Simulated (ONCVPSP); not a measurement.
# potassium: ONCV pseudisation with PBE, scalar-relativistic reference atom.

- Element: K
- Generator: ONCVPSP 4.0.1
- Type: optimised norm-conserving Vanderbilt (ONCV)
- Functional: PBE
- Relativity: scalar-relativistic
- Frozen core: [Ar]
- Valence charge: 1
- Reference configuration: 3d1
- Partial waves: s scattering state at 0.05 Ha: rc 3.35 bohr, ncon 3, nbas 8, qcut 2.1 1/bohr, 2 projectors, debl 3.3 Ha; p scattering state at 0.15 Ha: rc 3.65 bohr, ncon 4, nbas 7, qcut 2.5 1/bohr, 3 projectors, debl 3.5 Ha; 3d: rc 5.54 bohr, ncon 4, nbas 8, qcut 2.7 1/bohr, 3 projectors, debl 1.6 Ha
- Local potential: polynomial inside 2.70 bohr (lpopt 5, dvloc0 1 Ha)
- Core correction: Teter function, fcfact 5.25, rcfact 1.6

All-electron outer shells of the reference configuration (PBE, scalar-relativistic, ld1.x):

| shell | level (eV) | outermost node (bohr) | outermost maximum (bohr) |
| --- | --- | --- | --- |
| 3d | -0.63 | – | 7.71 |

Calculated quality:

- Cutoffs needed: 2.2 Ha and 2.6 Ha (the cutoffs (Ha) at which the residual kinetic energy of the hardest occupied pseudo-wave falls to 1 and 0.1 mHa per electron) The cutoffs count occupied waves only; projector 2 of the s channel, the hardest unoccupied one, needs 30 Ha at the loose tolerance.
- Ghost test: no bound ghost flagged but for a GHOST(-) flag that falls on a real empty level of the atom; GHOST(+) flagged for s at 92.1 eV, p at 212.7 eV
- Largest excitation error: +36 meV (all-electron minus pseudo) for 3d0 4p1, out of 4 test configurations
- rms error of d²Exc/dni dnj: 8.09 mHa without and 2.96 mHa with the model core

Generation and tests took about 7.5 s on one core of a shared server CPU.
